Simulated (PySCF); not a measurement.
## Core-level binding energies of `[BH2][GeH2][NH][SiH3]`

Compound: BGeH8NSi.
Structure used (PBE0-D3(BJ)/def2-SVP), in Å, numbered top down from 1:
```xyz
12
BGeH8NSi angstrom
B      2.5193    0.2659    0.3854
Ge     0.7878   -0.7925    0.0649
N     -0.6663    0.3421   -0.0325
Si    -2.3418   -0.0419    0.1858
H      3.5365   -0.3060    0.6946
H      2.5596    1.4639    0.2319
H      0.9590   -1.6074   -1.2487
H      0.4618   -1.8122    1.1748
H     -0.4514    1.2601   -0.4108
H     -3.0731   -0.4046   -1.0740
H     -2.4238   -1.2148    1.1088
H     -3.0603    1.1262    0.7863
```

Method: delta-SCF UKS SCAN, pcX-2 on the ionised atom, pcseg-1 elsewhere, spin-free X2C (PySCF 2.14.0). Vertical ΔSCF values, vacuum level as zero.

Task: Give the core binding energies atom by atom.

Result: 
```
atom(s)             environment     level  binding energy (eV)  2p1/2 (eV)  count
    Si4            SiH3 silicon  Si 2p3/2               106.75      107.37      1
     N3  silicon-bound nitrogen      N 1s               403.84           –      1
    Si4            SiH3 silicon     Si 1s              1846.62           –      1
```

Task: Which photon wavelength matches the Si 1s of Si4 threshold?

Result: λ = hc/E = 12398.42 eV Å / 1846.62 eV = 6.714 Å.

Task: Which effective nuclear charge Zeff reproduces each element's mean 1s value in the hydrogen-like formula E = 13.606 eV × Zeff²?

Result: N (Z = 7): mean 403.8 eV, Zeff = 5.45, Z − Zeff = 1.55; Si (Z = 14): mean 1846.6 eV, Zeff = 11.65, Z − Zeff = 2.35. Means run over the listed sites, weighted by atom count.

Not every level is listed. Spin–orbit coupling isn't in the SCF: each 2p doublet comes from a relaxed spin-free hole plus a matrix of the shell (mean-field spin–orbit coupling and the ground-state 2p splitting), with 2p3/2 averaged over its two sublevels. 2p1/2 minus 2p3/2 (ligand field included): Si 0.62 eV. No level of boron or germanium is listed. The structure is a single PBE0-D3(BJ)/def2-SVP conformer in the gas phase; no vibrational or solvent corrections.
